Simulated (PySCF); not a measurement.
## Spinor energies of Ag³⁰⁺ (silver, charge +30)

Start: [Ne] 3s2 3p5; 3p1/2 filled at m_j = -1/2, +1/2; 3p3/2 filled at m_j = -1/2, +1/2, +3/2. Calculated with PySCF 2.14 in an uncontracted even-tempered set (19 s from 4.9 bohr⁻², ratio 2.4; 14 p from 6.4 bohr⁻², ratio 2.4; 5 d from 26 bohr⁻², ratio 2.6; 4 f from 39 bohr⁻², ratio 2.6): generalised Hartree-Fock with the X2C-1e Hamiltonian and a Gaussian nucleus; one run each with spin-orbit coupling (SO) switched off, then screened by Boettger's factors.

```
spinor shell  electrons  ε, spin-free (eV)  ε, screened SO (eV)  weight of nominal j (screened SO)  rms radius, screened SO (bohr)
       1s1/2          2           -27168.8             -27166.3                              1.000                          0.0357
       2s1/2          2            -5339.5              -5338.5                              1.000                           0.144
       2p1/2          2            -4942.9              -5067.4                              1.000                           0.125
       3s1/2          2            -1963.9              -1963.5                              1.000                           0.355
       3p1/2          2            -1832.1              -1860.0                              0.994                           0.343
       3p3/2          3            -1832.1              -1818.9                              0.996                           0.351
```

(1) Where does 2p3/2 lie, and what is the 2p spin-orbit splitting (screened SO)?

```
   quantity    spin-free  screened SO
E (hartree)  -4660.70619  -4662.17410
        M_J          3/2          3/2
       ⟨J²⟩        3.751        3.751
       ⟨L²⟩        2.001        2.007
       ⟨S²⟩        0.750        0.757
```

Each row is a mean over spinors that exchange with the open shell spreads, by up to 16.181 eV (3s1/2).

Breit and QED terms are absent; they matter most for the inner s and p1/2 levels.

Densities and radii are taken from the X2C orbitals without a picture-change correction, which distorts them close to the nucleus.

Without spin-orbit coupling the j labels of p, d and f shells carry no meaning; the spin-free column gives the mean over the occupied spinors of each nl shell.

Answers

(1) At -4884.7 eV, 182.70 eV above 2p1/2.
